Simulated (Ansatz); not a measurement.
Ansatz (a quantum-chemistry and plane-wave program) input file for H₆PSi, SMILES [SiH3][PH3+], charge +1, PBE0-D3(BJ)/def2-TZVP. 

Ansatz 0.2 input:
```yaml
crystal:
  periodic: [false, false, false]
  atoms:
    - {symbol: Si, position_ang: [-0.00000000, -0.00000000, -1.24454261]}
    - {symbol: P, position_ang: [-0.00000000, -0.00000000, 1.11076913]}
    - {symbol: H, position_ang: [-1.24475851, -0.71866166, -1.50569562]}
    - {symbol: H, position_ang: [1.24475852, -0.71866165, -1.50569562]}
    - {symbol: H, position_ang: [-0.00000000, 1.43732333, -1.50569561]}
    - {symbol: H, position_ang: [-1.05276391, 0.60781352, 1.75971548]}
    - {symbol: H, position_ang: [1.05276391, 0.60781353, 1.75971548]}
    - {symbol: H, position_ang: [0.00000001, -1.21562704, 1.75971548]}
basis:
  gaussian:
    orbitals: def2-TZVP
hamiltonian:
  xc: pbe0
  dispersion: d3bj
total_charge: 1
relax: {f_tol: 0.002, max_steps: 200}
```

Log of the run:

```
WARN ansatz: RAYON_NUM_THREADS=1 ignored (pool sized by the plan → 1); use --threads N
Functional definition: PBE0
integrals: 0.03 GiB planned
814 factors; their error is unknown
mean field: 0.32 GiB planned
mean field evaluation 1: about -17249.0271 eV, gradient 1.8e1 eV
mean field evaluation 2: about -17249.5964 eV, gradient 1.3e1 eV
mean field evaluation 4: about -17249.9628 eV, gradient 3.5e-1 eV
mean field evaluation 8: about -17250.0035 eV, gradient 5.9e-3 eV
mean field -17250.00353786 eV, -633.9259375439 hartree, gradient 5.5e-6 eV, S^2 0.000000; 0 other end points of the search recorded, 0 dependent functions left out
the calculation of the forces begins
reference -17250.00356972 eV, -633.9259387147 hartree; 17, 17 occupied and 93, 93 virtual orbitals, 814 factors
relax step   1: F+E_penalty+E_count = -17250.13459554 eV  Δ(F+E_penalty+E_count) = +0.000e0 eV  max|allowed force component| = 7.882e-1 eV/Å  Δτ_max = 0.0000 Å  (23 SCF iters, accepted)
these checks for a lower state are left out or cut short: starts, cluster_reference, orbital_swaps, neighbouring_geometries, increment
integrals: 0.03 GiB planned
814 factors; their error is unknown
mean field: 0.32 GiB planned
mean field evaluation 16: about -17250.0656 eV, gradient 3.7e-2 eV
mean field -17250.10638829 eV, -633.9297172275 hartree, gradient 1.7e-5 eV, S^2 0.000000; 0 other end points of the search recorded, 0 dependent functions left out
the calculation of the forces begins
reference -17250.10642027 eV, -633.9297184030 hartree; 17, 17 occupied and 93, 93 virtual orbitals, 814 factors
relax step   2: F+E_penalty+E_count = -17250.23834808 eV  Δ(F+E_penalty+E_count) = -1.038e-1 eV  max|allowed force component| = 2.745e-1 eV/Å  Δτ_max = 0.0899 Å  (25 SCF iters, accepted)
these checks for a lower state are left out or cut short: starts, cluster_reference, orbital_swaps, neighbouring_geometries, increment
integrals: 0.03 GiB planned
814 factors; their error is unknown
mean field: 0.32 GiB planned
mean field -17250.10826338 eV, -633.9297861360 hartree, gradient 2.3e-5 eV, S^2 0.000000; 0 other end points of the search recorded, 0 dependent functions left out
the calculation of the forces begins
reference -17250.10829534 eV, -633.9297873103 hartree; 17, 17 occupied and 93, 93 virtual orbitals, 814 factors
relax step   3: F+E_penalty+E_count = -17250.24055255 eV  Δ(F+E_penalty+E_count) = -2.204e-3 eV  max|allowed force component| = 1.506e-2 eV/Å  Δτ_max = 0.0113 Å  (25 SCF iters, accepted)
these checks for a lower state are left out or cut short: starts, cluster_reference, orbital_swaps, neighbouring_geometries, increment
integrals: 0.03 GiB planned
814 factors; their error is unknown
mean field: 0.32 GiB planned
mean field evaluation 32: about -17250.1083 eV, gradient 1.1e-1 eV
mean field -17250.10836717 eV, -633.9297899500 hartree, gradient 8.3e-6 eV, S^2 0.000000; 0 other end points of the search recorded, 0 dependent functions left out
the calculation of the forces begins
reference -17250.10839913 eV, -633.9297911245 hartree; 17, 17 occupied and 93, 93 virtual orbitals, 814 factors
relax step   4: F+E_penalty+E_count = -17250.24058380 eV  Δ(F+E_penalty+E_count) = -3.125e-5 eV  max|allowed force component| = 1.045e-2 eV/Å  Δτ_max = 0.0032 Å  (20 SCF iters, accepted)
these checks for a lower state are left out or cut short: starts, cluster_reference, orbital_swaps, neighbouring_geometries, increment
integrals: 0.03 GiB planned
814 factors; their error is unknown
mean field: 0.32 GiB planned
mean field -17250.10835828 eV, -633.9297896233 hartree, gradient 2.8e-5 eV, S^2 0.000000; 0 other end points of the search recorded, 0 dependent functions left out
the calculation of the forces begins
reference -17250.10839024 eV, -633.9297907977 hartree; 17, 17 occupied and 93, 93 virtual orbitals, 814 factors
relax step   5: F+E_penalty+E_count = -17250.24059209 eV  Δ(F+E_penalty+E_count) = -8.289e-6 eV  max|allowed force component| = 2.663e-4 eV/Å  Δτ_max = 0.0010 Å  (17 SCF iters, accepted)
integrals: 0.03 GiB planned
814 factors; their error is unknown
mean field: 0.32 GiB planned
mean field -17250.10835828 eV, -633.9297896233 hartree, gradient 2.8e-5 eV, S^2 0.000000; 1 other end points of the search recorded, 0 dependent functions left out
the calculation of the forces begins
reference -17250.10839024 eV, -633.9297907977 hartree; 17, 17 occupied and 93, 93 virtual orbitals, 814 factors
Total energy: -17250.24062405 eV, -633.9346503008 hartree
Atom 0 at     0.000002     0.000001    -1.170006 Å, force     0.000004     0.000002    -0.000266 eV/Å
Atom 1 at    -0.000000    -0.000000     1.138066 Å, force    -0.000002    -0.000001    -0.000245 eV/Å
Atom 2 at    -1.249133    -0.721187    -1.478766 Å, force    -0.000037    -0.000021     0.000030 eV/Å
Atom 3 at     1.249135    -0.721189    -1.478775 Å, force     0.000036    -0.000021     0.000027 eV/Å
Atom 4 at    -0.000001     1.442377    -1.478775 Å, force    -0.000000     0.000042     0.000027 eV/Å
Atom 5 at    -1.114693     0.643568     1.698846 Å, force    -0.000229     0.000131     0.000143 eV/Å
Atom 6 at     1.114691     0.643567     1.698850 Å, force     0.000229     0.000132     0.000141 eV/Å
Atom 7 at    -0.000000    -1.287136     1.698846 Å, force    -0.000001    -0.000264     0.000143 eV/Å
Dipole moment:     0.000000     0.000000     0.355108 e Å
```

The calculation finished and met its thresholds.

Cost: about 15 core-seconds (a rough figure).
